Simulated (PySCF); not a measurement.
LaOCl relaxed at several levels

Computed with PySCF 2.14.0, PBE0, def2-SVP on the ligands, density fitting, scalar-relativistic core potentials, no spin-orbit coupling, vacuum. Each row is relaxed at its own level from the same template. Distances are means of the shortest metal–ligand contacts, charges and spins Mulliken's. lcecp potentials hold a fixed number of 4f electrons in the core, out of states, spins and gaps.

```csv
level,basis on the metal,point group,M–O (Å),M–Cl (Å),charge on M (e),dipole (D),HOMO–LUMO gap (eV),"strongest infrared band, degenerate modes summed (cm⁻¹)",unstable modes (below −25 cm⁻¹)
PBE0,lcecp-1-SVP with ECP46,Cs,1.894,2.656,0.89,7.71,–,823,0
```

Task: What does the calculation give for PBE0, def2-SVP with ECP46?

Result: point group: Cs, M–O (Å): 1.930, M–Cl (Å): 2.657, charge on M (e): 0.82, dipole (D): 7.80, HOMO–LUMO gap (eV): 4.73, strongest infrared band, degenerate modes summed (cm⁻¹): 816, unstable modes (below −25 cm⁻¹): 0.
```xyz
3

La    0.2927    0.0000   -0.4754
O     1.8661    0.0000    0.6423
Cl   -1.9758    0.0000    0.9077
```

One start shape was tried for each, so a minimum needn't be the lowest isomer.
